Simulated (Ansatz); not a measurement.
## Molecular dynamics of GaH₇N₂O

input.yaml

```yaml
crystal:
  periodic: [false, false, false]
  atoms:
    - { symbol: Ga, position_ang: [0.004667, 0.301295, -0.122441] }
    - { symbol: O, position_ang: [-0.033729, 0.233095, 1.823575] }
    - { symbol: H, position_ang: [-0.723401, -0.15776, 2.342374] }
    - { symbol: "N", position_ang: [1.614364, 0.057666, -0.93413] }
    - { symbol: H, position_ang: [1.767598, -0.653667, -1.621201] }
    - { symbol: H, position_ang: [2.477871, 0.338222, -0.513854] }
    - { symbol: "N", position_ang: [-1.57155, -0.265857, -0.851605] }
    - { symbol: H, position_ang: [-2.456092, -0.097926, -0.413766] }
    - { symbol: H, position_ang: [-1.690026, -0.326605, -1.844291] }
    - { symbol: H, position_ang: [-0.048847, 2.025575, 0.615478] }
    - { symbol: H, position_ang: [-0.101756, 1.408562, 1.414761] }
basis:
  gaussian: { orbitals: def2-SVP }
hamiltonian:
  xc: hf
md:
  timestep: 0.5
  n_steps: 200
  ensemble: nve
  temperature: 300.0
  initial_velocities: maxwell_boltzmann
  seed: 10622
```

Run as:

```bash
$ ansatz run input.yaml --threads 2 --pin off --max-ram 3072MiB --backend cpu --events-out ev --progress --plain --runs-dir out
```

It starts at the highest image of a converged band. Of that band: A structure lower than the last end lies on the path between it and the top, so the climb from that side starts below the end, which may itself be a saddle point or a shallow side well. Neighbouring images differ by up to 1.8 eV, so the band resolves the path poorly. A vibrational analysis at the climbing image gives one clearly imaginary mode, 1764i cm⁻¹: a first-order saddle point.

Output, in part (one step line in 3, the closing report, with atoms numbered from 0):

```
md step     0: t =     0.00 fs  T =   300.0 K  F+E_penalty+E_count = -57434.31772747 eV  E_kin = 0.349002 eV  conserved = -57433.96872547 eV  (33 SCF iters)
md step     3: t =     1.50 fs  T =   225.3 K  F+E_penalty+E_count = -57434.22818678 eV  E_kin = 0.262123 eV  conserved = -57433.96606351 eV  (34 SCF iters)
md step     6: t =     3.00 fs  T =   200.3 K  F+E_penalty+E_count = -57434.19906237 eV  E_kin = 0.233062 eV  conserved = -57433.96600027 eV  (34 SCF iters)
md step     9: t =     4.50 fs  T =   249.1 K  F+E_penalty+E_count = -57434.25747316 eV  E_kin = 0.289757 eV  conserved = -57433.96771663 eV  (34 SCF iters)
md step    12: t =     6.00 fs  T =   239.0 K  F+E_penalty+E_count = -57434.24342542 eV  E_kin = 0.277987 eV  conserved = -57433.96543813 eV  (34 SCF iters)
md step    15: t =     7.50 fs  T =   370.6 K  F+E_penalty+E_count = -57434.39748706 eV  E_kin = 0.431102 eV  conserved = -57433.96638479 eV  (34 SCF iters)
md step    18: t =     9.00 fs  T =   567.8 K  F+E_penalty+E_count = -57434.62865328 eV  E_kin = 0.660500 eV  conserved = -57433.96815301 eV  (33 SCF iters)
md step    21: t =    10.50 fs  T =   677.1 K  F+E_penalty+E_count = -57434.75365612 eV  E_kin = 0.787730 eV  conserved = -57433.96592645 eV  (33 SCF iters)
md step    24: t =    12.00 fs  T =   876.1 K  F+E_penalty+E_count = -57434.98652616 eV  E_kin = 1.019223 eV  conserved = -57433.96730281 eV  (34 SCF iters)
md step    27: t =    13.50 fs  T =  1045.0 K  F+E_penalty+E_count = -57435.18420561 eV  E_kin = 1.215746 eV  conserved = -57433.96846009 eV  (34 SCF iters)
md step    30: t =    15.00 fs  T =  1090.9 K  F+E_penalty+E_count = -57435.23495210 eV  E_kin = 1.269113 eV  conserved = -57433.96583942 eV  (34 SCF iters)
md step    33: t =    16.50 fs  T =  1215.8 K  F+E_penalty+E_count = -57435.38230207 eV  E_kin = 1.414340 eV  conserved = -57433.96796224 eV  (34 SCF iters)
md step    36: t =    18.00 fs  T =  1274.3 K  F+E_penalty+E_count = -57435.44987297 eV  E_kin = 1.482490 eV  conserved = -57433.96738251 eV  (34 SCF iters)
md step    39: t =    19.50 fs  T =  1270.8 K  F+E_penalty+E_count = -57435.44487649 eV  E_kin = 1.478402 eV  conserved = -57433.96647444 eV  (34 SCF iters)
md step    42: t =    21.00 fs  T =  1306.7 K  F+E_penalty+E_count = -57435.48708999 eV  E_kin = 1.520135 eV  conserved = -57433.96695479 eV  (34 SCF iters)
md step    45: t =    22.50 fs  T =  1324.2 K  F+E_penalty+E_count = -57435.50832001 eV  E_kin = 1.540510 eV  conserved = -57433.96781018 eV  (34 SCF iters)
md step    48: t =    24.00 fs  T =  1272.7 K  F+E_penalty+E_count = -57435.44662962 eV  E_kin = 1.480561 eV  conserved = -57433.96606818 eV  (34 SCF iters)
md step    51: t =    25.50 fs  T =  1285.3 K  F+E_penalty+E_count = -57435.46245753 eV  E_kin = 1.495253 eV  conserved = -57433.96720474 eV  (34 SCF iters)
md step    54: t =    27.00 fs  T =  1279.6 K  F+E_penalty+E_count = -57435.45621904 eV  E_kin = 1.488636 eV  conserved = -57433.96758353 eV  (34 SCF iters)
md step    57: t =    28.50 fs  T =  1218.5 K  F+E_penalty+E_count = -57435.38334599 eV  E_kin = 1.417581 eV  conserved = -57433.96576546 eV  (34 SCF iters)
md step    60: t =    30.00 fs  T =  1254.9 K  F+E_penalty+E_count = -57435.42689849 eV  E_kin = 1.459854 eV  conserved = -57433.96704490 eV  (34 SCF iters)
md step    63: t =    31.50 fs  T =  1270.9 K  F+E_penalty+E_count = -57435.44642491 eV  E_kin = 1.478483 eV  conserved = -57433.96794208 eV  (34 SCF iters)
md step    66: t =    33.00 fs  T =  1224.0 K  F+E_penalty+E_count = -57435.38919848 eV  E_kin = 1.423974 eV  conserved = -57433.96522473 eV  (34 SCF iters)
md step    69: t =    34.50 fs  T =  1299.7 K  F+E_penalty+E_count = -57435.48008900 eV  E_kin = 1.511940 eV  conserved = -57433.96814877 eV  (34 SCF iters)
md step    72: t =    36.00 fs  T =  1294.8 K  F+E_penalty+E_count = -57435.47288185 eV  E_kin = 1.506310 eV  conserved = -57433.96657217 eV  (34 SCF iters)
md step    75: t =    37.50 fs  T =  1311.5 K  F+E_penalty+E_count = -57435.49179958 eV  E_kin = 1.525732 eV  conserved = -57433.96606745 eV  (34 SCF iters)
md step    78: t =    39.00 fs  T =  1398.4 K  F+E_penalty+E_count = -57435.59478658 eV  E_kin = 1.626822 eV  conserved = -57433.96796469 eV  (34 SCF iters)
md step    81: t =    40.50 fs  T =  1394.9 K  F+E_penalty+E_count = -57435.58959805 eV  E_kin = 1.622784 eV  conserved = -57433.96681449 eV  (34 SCF iters)
md step    84: t =    42.00 fs  T =  1399.8 K  F+E_penalty+E_count = -57435.59503029 eV  E_kin = 1.628435 eV  conserved = -57433.96659534 eV  (34 SCF iters)
md step    87: t =    43.50 fs  T =  1429.1 K  F+E_penalty+E_count = -57435.63031280 eV  E_kin = 1.662554 eV  conserved = -57433.96775866 eV  (34 SCF iters)
md step    90: t =    45.00 fs  T =  1385.5 K  F+E_penalty+E_count = -57435.57823181 eV  E_kin = 1.611806 eV  conserved = -57433.96642603 eV  (34 SCF iters)
md step    93: t =    46.50 fs  T =  1381.2 K  F+E_penalty+E_count = -57435.57316114 eV  E_kin = 1.606785 eV  conserved = -57433.96637595 eV  (34 SCF iters)
md step    96: t =    48.00 fs  T =  1418.0 K  F+E_penalty+E_count = -57435.61743628 eV  E_kin = 1.649582 eV  conserved = -57433.96785415 eV  (35 SCF iters)
md step    99: t =    49.50 fs  T =  1378.2 K  F+E_penalty+E_count = -57435.56970527 eV  E_kin = 1.603317 eV  conserved = -57433.96638779 eV  (34 SCF iters)
md step   102: t =    51.00 fs  T =  1372.4 K  F+E_penalty+E_count = -57435.56346994 eV  E_kin = 1.596575 eV  conserved = -57433.96689480 eV  (35 SCF iters)
md step   105: t =    52.50 fs  T =  1373.0 K  F+E_penalty+E_count = -57435.56481697 eV  E_kin = 1.597290 eV  conserved = -57433.96752698 eV  (34 SCF iters)
md step   108: t =    54.00 fs  T =  1320.9 K  F+E_penalty+E_count = -57435.50266707 eV  E_kin = 1.536663 eV  conserved = -57433.96600437 eV  (35 SCF iters)
md step   111: t =    55.50 fs  T =  1342.1 K  F+E_penalty+E_count = -57435.52825668 eV  E_kin = 1.561295 eV  conserved = -57433.96696151 eV  (34 SCF iters)
md step   114: t =    57.00 fs  T =  1363.3 K  F+E_penalty+E_count = -57435.55326569 eV  E_kin = 1.586014 eV  conserved = -57433.96725152 eV  (35 SCF iters)
md step   117: t =    58.50 fs  T =  1357.8 K  F+E_penalty+E_count = -57435.54582568 eV  E_kin = 1.579545 eV  conserved = -57433.96628080 eV  (34 SCF iters)
md step   120: t =    60.00 fs  T =  1395.5 K  F+E_penalty+E_count = -57435.59097743 eV  E_kin = 1.623418 eV  conserved = -57433.96755923 eV  (34 SCF iters)
md step   123: t =    61.50 fs  T =  1391.9 K  F+E_penalty+E_count = -57435.58591737 eV  E_kin = 1.619259 eV  conserved = -57433.96665860 eV  (35 SCF iters)
md step   126: t =    63.00 fs  T =  1392.9 K  F+E_penalty+E_count = -57435.58737961 eV  E_kin = 1.620412 eV  conserved = -57433.96696714 eV  (34 SCF iters)
md step   129: t =    64.50 fs  T =  1397.3 K  F+E_penalty+E_count = -57435.59207269 eV  E_kin = 1.625519 eV  conserved = -57433.96655321 eV  (34 SCF iters)
md step   132: t =    66.00 fs  T =  1421.4 K  F+E_penalty+E_count = -57435.62086974 eV  E_kin = 1.653613 eV  conserved = -57433.96725650 eV  (34 SCF iters)
md step   135: t =    67.50 fs  T =  1421.4 K  F+E_penalty+E_count = -57435.62043319 eV  E_kin = 1.653554 eV  conserved = -57433.96687939 eV  (34 SCF iters)
md step   138: t =    69.00 fs  T =  1421.4 K  F+E_penalty+E_count = -57435.62048502 eV  E_kin = 1.653594 eV  conserved = -57433.96689109 eV  (34 SCF iters)
md step   141: t =    70.50 fs  T =  1419.6 K  F+E_penalty+E_count = -57435.61901593 eV  E_kin = 1.651508 eV  conserved = -57433.96750796 eV  (34 SCF iters)
md step   144: t =    72.00 fs  T =  1364.9 K  F+E_penalty+E_count = -57435.55428490 eV  E_kin = 1.587835 eV  conserved = -57433.96645031 eV  (35 SCF iters)
md step   147: t =    73.50 fs  T =  1344.3 K  F+E_penalty+E_count = -57435.53056775 eV  E_kin = 1.563829 eV  conserved = -57433.96673919 eV  (34 SCF iters)
md step   150: t =    75.00 fs  T =  1330.7 K  F+E_penalty+E_count = -57435.51552411 eV  E_kin = 1.548113 eV  conserved = -57433.96741122 eV  (34 SCF iters)
md step   153: t =    76.50 fs  T =  1288.9 K  F+E_penalty+E_count = -57435.46564203 eV  E_kin = 1.499435 eV  conserved = -57433.96620751 eV  (34 SCF iters)
md step   156: t =    78.00 fs  T =  1302.2 K  F+E_penalty+E_count = -57435.48228185 eV  E_kin = 1.514956 eV  conserved = -57433.96732627 eV  (34 SCF iters)
md step   159: t =    79.50 fs  T =  1285.7 K  F+E_penalty+E_count = -57435.46264793 eV  E_kin = 1.495678 eV  conserved = -57433.96697024 eV  (34 SCF iters)
md step   162: t =    81.00 fs  T =  1259.3 K  F+E_penalty+E_count = -57435.43161314 eV  E_kin = 1.465032 eV  conserved = -57433.96658081 eV  (33 SCF iters)
md step   165: t =    82.50 fs  T =  1253.4 K  F+E_penalty+E_count = -57435.42513576 eV  E_kin = 1.458148 eV  conserved = -57433.96698794 eV  (35 SCF iters)
md step   168: t =    84.00 fs  T =  1244.3 K  F+E_penalty+E_count = -57435.41427740 eV  E_kin = 1.447513 eV  conserved = -57433.96676445 eV  (34 SCF iters)
md step   171: t =    85.50 fs  T =  1246.7 K  F+E_penalty+E_count = -57435.41727227 eV  E_kin = 1.450281 eV  conserved = -57433.96699168 eV  (34 SCF iters)
md step   174: t =    87.00 fs  T =  1249.6 K  F+E_penalty+E_count = -57435.42046423 eV  E_kin = 1.453679 eV  conserved = -57433.96678539 eV  (34 SCF iters)
md step   177: t =    88.50 fs  T =  1259.3 K  F+E_penalty+E_count = -57435.43218087 eV  E_kin = 1.464949 eV  conserved = -57433.96723199 eV  (34 SCF iters)
md step   180: t =    90.00 fs  T =  1245.7 K  F+E_penalty+E_count = -57435.41582704 eV  E_kin = 1.449142 eV  conserved = -57433.96668506 eV  (34 SCF iters)
md step   183: t =    91.50 fs  T =  1244.4 K  F+E_penalty+E_count = -57435.41456637 eV  E_kin = 1.447651 eV  conserved = -57433.96691562 eV  (34 SCF iters)
md step   186: t =    93.00 fs  T =  1244.7 K  F+E_penalty+E_count = -57435.41492138 eV  E_kin = 1.448032 eV  conserved = -57433.96688960 eV  (35 SCF iters)
md step   189: t =    94.50 fs  T =  1239.1 K  F+E_penalty+E_count = -57435.40853677 eV  E_kin = 1.441545 eV  conserved = -57433.96699176 eV  (34 SCF iters)
md step   192: t =    96.00 fs  T =  1236.5 K  F+E_penalty+E_count = -57435.40522038 eV  E_kin = 1.438457 eV  conserved = -57433.96676311 eV  (34 SCF iters)
md step   195: t =    97.50 fs  T =  1245.2 K  F+E_penalty+E_count = -57435.41576246 eV  E_kin = 1.448577 eV  conserved = -57433.96718539 eV  (34 SCF iters)
md step   198: t =    99.00 fs  T =  1232.9 K  F+E_penalty+E_count = -57435.40125018 eV  E_kin = 1.434330 eV  conserved = -57433.96692041 eV  (35 SCF iters)
md step   200: t =   100.00 fs  T =  1220.4 K  F+E_penalty+E_count = -57435.38625635 eV  E_kin = 1.419717 eV  conserved = -57433.96653935 eV  (35 SCF iters)
Total energy: -57435.38625635 eV, -2110.7115138179 hartree
Atom 0 at    -0.032837    -0.095625    -0.042089 Å, force     0.633615     1.749940     1.191257 eV/Å
Atom 1 at    -0.020677    -0.177477     1.803830 Å, force    -0.624401     0.217599    -0.948650 eV/Å
Atom 2 at    -0.680600     0.312218     2.305696 Å, force     0.648773    -0.610213    -0.741821 eV/Å
Atom 3 at     1.514661     0.551188    -0.825829 Å, force     1.022311     0.636345     0.551736 eV/Å
Atom 4 at     1.572949     0.780678    -1.813085 Å, force    -0.081632    -0.211534     0.661654 eV/Å
Atom 5 at     2.260621     1.067631    -0.301626 Å, force    -1.479617    -1.199352    -0.888731 eV/Å
Atom 6 at    -1.566418     0.152808    -0.993832 Å, force    -0.465502    -0.795172     0.891783 eV/Å
Atom 7 at    -2.451015    -0.236342    -0.711300 Å, force     0.215217     0.103181    -0.065606 eV/Å
Atom 8 at    -1.577009     0.326599    -1.967446 Å, force     0.131240     0.109195    -0.651630 eV/Å
Atom 9 at     1.883721    10.482273    -1.372513 Å, force     0.018856     0.341484     0.243202 eV/Å
Atom 10 at     1.917820    11.099177    -0.933297 Å, force    -0.018860    -0.341472    -0.243192 eV/Å
Dipole moment:    -0.306615     0.019687    -0.375534 e Å
```

The run went to its last step. The conserved energy stayed within 0.37 meV per atom of its start (net change 0.2 meV per atom), so the integration is sound. The kinetic energy rose, since the run started high on the potential surface and went downhill. It ends in pieces (GaH5N2O + H2), so much of that is their flight and rotation, not heat. A run of 0.1 ps of so small a system gives no equilibrium averages. The orbitals stay closed-shell, which can raise the energy where a bond breaks towards radicals; this wasn't checked here.

Between its relaxed ends the band would form Ga1–H10, O2–H11 and break H10–H11. These pairs go: Ga1–H10 1.88 → 10.83 Å, O2–H11 1.25 → 11.76 Å, H10–H11 1.01 → 0.76 Å. In the last frame they stand as before the step (other bonds may differ from the relaxed reactants and products). Also parted: Ga1–H11 1.90 → 11.40 Å. It ends as GaH5N2O + H2. Pairs count as bonded within 1.25 times the sum of covalent radii (0.12 Å more for H–H).

Last frame:

```xyz
11
Properties=species:S:1:pos:R:3
Ga -0.033 -0.096 -0.042
O -0.021 -0.177 1.804
H -0.681 0.312 2.306
N 1.515 0.551 -0.826
H 1.573 0.781 -1.813
H 2.261 1.068 -0.302
N -1.566 0.153 -0.994
H -2.451 -0.236 -0.711
H -1.577 0.327 -1.967
H 1.884 10.482 -1.373
H 1.918 11.099 -0.933
```

Run time: 4.9 min on 2 threads of Arm Neoverse V1 (shared host), peak memory 0.23 GiB.
